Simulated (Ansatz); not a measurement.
Relaxation of AlF2H6N (10 atoms, charge 0, multiplicity 1), to a largest force component of 0.03 eV/Å in at most 50 steps.

Computed with Ansatz, RKS CAM-B3LYP/cc-pVDZ.

```xyz
10
Properties=species:S:1:pos:R:3
Al -0.401 1.007 -1.073
F -1.399 -1.860 -0.622
H 0.198 0.543 -2.459
H -1.844 1.577 -0.790
H 0.709 -0.997 1.396
N 0.794 1.068 0.379
H -0.960 -2.205 0.103
F 0.522 -1.859 1.645
H 0.582 1.628 1.202
H 1.798 1.099 0.219
```

Where does it end, and by what steps?

The run converged. After 12 steps the energy has fallen by 2.669 eV; H5 moved furthest, 0.82 Å. Parted: F2–H7 (0.91 → 1.49 Å), H5–F8 (0.92 → 1.76 Å). Joined: Al1–F2 (3.07 → 1.76 Å), H5–N6 (2.30 → 1.04 Å), H7–F8 (2.17 → 0.97 Å).

| step | energy less start (eV) | largest force component (eV/Å) | accepted |
| --- | --- | --- | --- |
| 0 | 0.0000 | 1.512 | yes |
| 1 | -0.3740 | 0.765 | yes |
| 2 | -0.7931 | 0.666 | yes |
| 3 | -1.2010 | 0.741 | yes |
| 4 | -1.5046 | 0.778 | yes |
| 5 | -1.9113 | 1.571 | yes |
| 6 | -1.9504 | 6.657 | yes |
| 7 | -2.3398 | 2.378 | yes |
| 8 | -2.5758 | 0.846 | yes |
| 9 | -2.6040 | 0.395 | yes |
| 10 | -2.6623 | 0.331 | yes |
| 11 | -2.6684 | 0.105 | yes |
| 12 | -2.6695 | 0.020 | yes |

```xyz
10
Properties=species:S:1:pos:R:3
Al -0.639 0.449 -1.037
F -1.107 -1.199 -0.632
H 0.259 0.498 -2.344
H -1.786 1.487 -0.688
H 0.701 -0.276 1.003
N 0.702 0.635 0.503
H -0.419 -1.837 0.532
F 0.176 -1.935 1.285
H 0.454 1.359 1.181
H 1.660 0.819 0.198
```

Time of the run: 12 s on 2 threads of AMD EPYC 9R45 96-Core Processor (Zen 5), with other jobs on the host, peak memory 0.23 GiB.
